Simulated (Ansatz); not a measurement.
Job for Ansatz (a first-principles code): R-CCSD(T)/cc-pVTZ on BH3O2 (SMILES OBO), a point of a torsion scan.

Ansatz 0.2 input:
```yaml
crystal:
  periodic: [false, false, false]
  atoms:
    - {symbol: O, position_ang: [-1.25130717, -0.27073531, -0.39543716]}
    - {symbol: B, position_ang: [-0.20304853, 0.55096668, -0.25323394]}
    - {symbol: O, position_ang: [0.34585830, 0.71097283, 0.97706964]}
    - {symbol: H, position_ang: [-1.53059999, -0.68944028, 0.42103837]}
    - {symbol: H, position_ang: [0.18900807, 1.09632097, -1.21817275]}
    - {symbol: H, position_ang: [1.09121515, 1.30329208, 1.04353278]}
basis:
  gaussian:
    orbitals: cc-pVTZ
magnetization: {spin_polarized: false}
correlation: {method: ccsd_t, electrons: outside_noble_gas}
scf: {lower_state_search: off}
```

Output:

```
WARN ansatz: RAYON_NUM_THREADS=1 ignored (pool sized by the plan → 1); use --threads N
Functional definition: HF
these checks for a lower state are left out or cut short: stability, starts, cluster_reference, orbital_swaps, neighbouring_geometries, increment
integrals: 0.24 GiB planned
785 factors; integrals over basis functions are off by at most 6.6e-4 eV
mean field: 0.24 GiB planned
mean field evaluation 1: about -4795.1290 eV, gradient 4.3e1 eV
mean field evaluation 2: about -4795.1309 eV, gradient 4.3e1 eV
mean field evaluation 4: about -4798.3594 eV, gradient 2.5e0 eV
mean field evaluation 8: about -4798.3833 eV, gradient 4.9e-5 eV
mean field -4798.38333450 eV, -176.3373350818 hartree, gradient 2.3e-6 eV, S^2 0.000000; 0 other end points of the search recorded, 0 dependent functions left out
3 core orbitals not correlated
reference -4798.38333450 eV, -176.3373350818 hartree; 9, 9 occupied and 120, 120 virtual orbitals, 785 factors
second order -15.91281174 eV of doubles, -0.00000000 eV of singles
coupled cluster: 0.76 GiB planned
cycle   1  -15.85196517 eV  change    6.1e-2 eV  update   7.7e-2
cycle   2  -16.18700284 eV  change   -3.4e-1 eV  update   2.1e-2
cycle   3  -16.26401661 eV  change   -7.7e-2 eV  update   1.2e-2
cycle   4  -16.25023661 eV  change    1.4e-2 eV  update   2.7e-3
cycle   5  -16.25019498 eV  change    4.2e-5 eV  update   1.2e-3
cycle   6  -16.25051325 eV  change   -3.2e-4 eV  update   3.0e-4
cycle   7  -16.25030981 eV  change    2.0e-4 eV  update   9.6e-5
cycle   8  -16.25026153 eV  change    4.8e-5 eV  update   2.5e-5
cycle   9  -16.25026301 eV  change   -1.5e-6 eV  update   7.8e-6
perturbative correction -0.55938872 eV, -0.0205571561 hartree
Total energy: -4815.19298623 eV, -176.9550783888 hartree
Checks for a lower state left out: stability, starts, cluster_reference, orbital_swaps, neighbouring_geometries, increment
```

Self-consistency was reached.

Cost: roughly 8 core-seconds.
